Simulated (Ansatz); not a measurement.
COS (SMILES O=C=S), singlet, geometry from GFN2-xTB, with bond 3-2 at 3.0 times its length; B3LYP/3-21G in Ansatz (a quantum-chemistry and plane-wave program).

Input for Ansatz:
Ansatz 0.2 input:
```yaml
crystal:
  periodic: [false, false, false]
  atoms:
    - {symbol: O, position_ang: [-0.00000000, -0.00000000, -1.66686897]}
    - {symbol: C, position_ang: [-0.00000000, -0.00000000, -0.51282480]}
    - {symbol: S, position_ang: [0.00000000, 0.00000000, 4.10288097]}
basis:
  gaussian:
    orbitals: 3-21G.json
hamiltonian:
  xc: b3lyp
scf: {lower_state_search: off}
magnetization: {spin_polarized: true}
```
The basis file holds 3-21G in the JSON format of the Basis Set Exchange.

Problem. What does Ansatz print? Leave out banner, timings and long lists.

Solution. 
```
Functional definition: B3LYP
these checks for a lower state are left out or cut short: stability, starts, cluster_reference, orbital_swaps, neighbouring_geometries, increment
351 factors; integrals over basis functions are off by at most 2.9e-4 eV
mean field evaluation 1: about -13843.4862 eV, gradient 1.7e1 eV
mean field evaluation 2: about -13839.6093 eV, gradient 3.8e1 eV
mean field evaluation 4: about -13844.3763 eV, gradient 3.7e-1 eV
mean field evaluation 8: about -13844.4205 eV, gradient 1.8e-2 eV
mean field evaluation 16: about -13844.4205 eV, gradient 1.9e-6 eV
mean field -13844.42054623 eV, -508.7730709885 hartree, gradient 6.0e-7 eV, S^2 0.000000; 0 other end points of the search recorded, 0 dependent functions left out
reference -13844.42073403 eV, -508.7730778901 hartree; 15, 15 occupied and 16, 16 virtual orbitals, 351 factors
Total energy: -13844.42073403 eV, -508.7730778901 hartree
Checks for a lower state left out: stability, starts, cluster_reference, orbital_swaps, neighbouring_geometries, increment
```
